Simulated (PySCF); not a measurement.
Input of a driver script around PySCF for `CCO[Si@H](F)[SiH3]`, coordinates in Å (PBE0-D3(BJ)/def2-SVP geometry):
```
{"job": {"kind": "xas", "xc": "BHandHLYP", "basis": {"default": "aug-pcX-1", "H": "pcseg-1", "Si": "def2-SVPD"}}, "charge": 0, "multiplicity": 1}
C     -2.394995     0.241103    -0.180537
C     -1.335001    -0.081381     0.843724
O     -0.054421     0.099991     0.269362
Si     1.369547    -0.397061     0.940119
F      1.644244     0.428670     2.318566
Si     3.042671     0.117750    -0.604990
H     -2.304532    -0.423373    -1.052574
H     -3.400230     0.119226     0.250020
H     -2.287809     1.278974    -0.528848
H     -1.447557    -1.123535     1.200154
H     -1.439378     0.574835     1.726413
H      1.275902    -1.832146     1.345639
H      2.820231    -0.667824    -1.857143
H      3.001763     1.577786    -0.917616
H      4.386338    -0.230292    -0.050085
```

Q: What does the run print?

A: 
```
coarse grid: 13176 points
cycle   1  E = -835.2542784795  dE =  2.549e-01  |g| = 7.683e-01  |ddm| = 3.987e+00
cycle   2  E = -835.2213273655  dE =  3.295e-02  |g| = 9.385e-01  |ddm| = 1.469e+00
cycle   3  E = -835.3618973240  dE = -1.406e-01  |g| = 5.373e-02  |ddm| = 7.562e-01
cycle   4  E = -835.3623516146  dE = -4.543e-04  |g| = 3.444e-02  |ddm| = 8.576e-02
cycle   5  E = -835.3625669758  dE = -2.154e-04  |g| = 8.350e-03  |ddm| = 3.218e-02
cycle   6  E = -835.3625775883  dE = -1.061e-05  |g| = 2.091e-03  |ddm| = 9.535e-03
cycle   7  E = -835.3625784063  dE = -8.180e-07  |g| = 3.517e-04  |ddm| = 1.965e-03
final grid: 117432 points
cycle   8  E = -835.4313900490  dE = -5.846e-05  |g| = 2.743e-03  |ddm| = 2.353e-02
cycle   9  E = -835.4313903846  dE = -3.356e-07  |g| = 2.017e-03  |ddm| = 3.838e-03
cycle  10  E = -835.4313912309  dE = -8.463e-07  |g| = 3.627e-04  |ddm| = 1.769e-03
cycle  11  E = -835.4313912493  dE = -1.849e-08  |g| = 1.458e-04  |ddm| = 3.280e-04
cycle  12  E = -835.4313912528  dE = -3.497e-09  |g| = 1.582e-05  |ddm| = 1.118e-04
cycle  13  E = -835.4313912529  dE = -6.116e-11  |g| = 5.777e-06  |ddm| = 2.788e-05
converged SCF energy = -835.4313912529

C K edge
   eV          f      from atoms
  285.438   0.01048   C0
  286.106   0.02589   C0
  286.198   0.02615   C0
  286.605   0.00615   C0
  286.878   0.04172   C1
  286.949   0.00333   C0
  287.054   0.00187   C0
  287.429   0.01601   C1
  287.594   0.03283   C1
  287.602   0.00470   C0
  287.834   0.00466   C0
  287.952   0.00623   C0

O K edge
   eV          f      from atoms
  532.944   0.00534   O2
  533.032   0.01261   O2
  534.080   0.01554   O2
  534.468   0.00841   O2
  534.728   0.00835   O2
  534.963   0.01076   O2
  535.102   0.00384   O2
  535.197   0.00852   O2

F K edge
   eV          f      from atoms
  684.881   0.01043   F4
  685.748   0.00928   F4
  686.797   0.00889   F4
  686.911   0.01140   F4
  687.243   0.00175   F4
  687.717   0.00210   F4
  687.846   0.00195   F4
  687.965   0.00058   F4
```

Computed with core-valence-separated Tamm–Dancoff BHandHLYP/aug-pcX-1 (pcseg-1 on H, def2-SVPD on Si) in PySCF, non-relativistic, gas phase, PBE0-D3(BJ)/def2-SVP geometry. The program numbers atoms from 0. The energies are unshifted. The SCF starts on a coarse grid and ends on the final one.

Carbon edge (atoms now counted from 1; roots within 0.03 eV on like atoms summed, the top roots left aside). The first line with a tenth or more of the strongest one's intensity is at 285.44 eV (f = 0.010), with the hole on C1 (methyl carbon). The strongest listed is at 286.88 eV (f = 0.042; C2).

Oxygen edge (atoms now counted from 1; roots within 0.03 eV on like atoms summed, the top roots left aside). The first line with a tenth or more of the strongest one's intensity is at 532.94 eV (f = 0.005), with the hole on O3 (silyl ether oxygen). The strongest listed is at 534.08 eV (f = 0.016; O3).

Fluorine edge (atoms now counted from 1; roots within 0.03 eV on like atoms summed, the top roots left aside). The first line with a tenth or more of the strongest one's intensity is at 684.88 eV (f = 0.010), with the hole on F5 (silicon-bound fluorine). The strongest listed is at 686.91 eV (f = 0.011; F5).

Kohn–Sham HOMO -9.47 eV, LUMO 0.64 eV, dipole moment 1.57 D.

Rough CPU time on one thread of a shared machine: about 60 s.

Shape of the structure used: `[CH3:1][CH2:2][O:3][Si@H:4]([F:5])[SiH3:6]`: C1–C2–O3–Si4 -168°, C2–O3–Si4–F5 -65°.
